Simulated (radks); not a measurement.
Values are calculated unless marked as measured or tabulated.
Initial-state core-level shifts of neutral arsenic when its valence configuration changes from [Ar] 3d10 4s2 4p3. Level of theory: Dirac Kohn-Sham, PBE, spin-unpolarised, spherical densities, finite nucleus; open shells fill j = l - 1/2 first; Fermi nuclear charge, rms radius 4.0968 fm (a radial shooting solver on a logarithmic mesh with Libxc functionals). Shifts are changes of the shell-averaged eigenvalues in eV (positive: less bound); the change of the density at the nucleus, which sets a Mossbauer isomer shift, is in e/bohr^3, on a base of 3.556e+04.

valence,1s,2s,2p,3s,density at nucleus
3d9 4s2 4p4,-12.798,-14.191,-14.076,-11.411,+13.867
3d9 4s1 4p5,-14.445,-15.786,-15.666,-13.023,-11.374
3d10 4p5,-3.465,-3.331,-3.326,-3.405,-44.924
3d10 4s1.5 4p3.5,-0.904,-0.870,-0.869,-0.887,-10.679
3d10 4s1 4p4,-1.781,-1.713,-1.711,-1.748,-21.739
3d9 4p6,-16.017,-17.309,-17.183,-14.566,-37.922
3d9.5 4s2 4p3.5,-6.286,-6.958,-6.902,-5.656,+6.777
3d8 4s2 4p5,-26.482,-29.454,-29.219,-23.184,+28.944
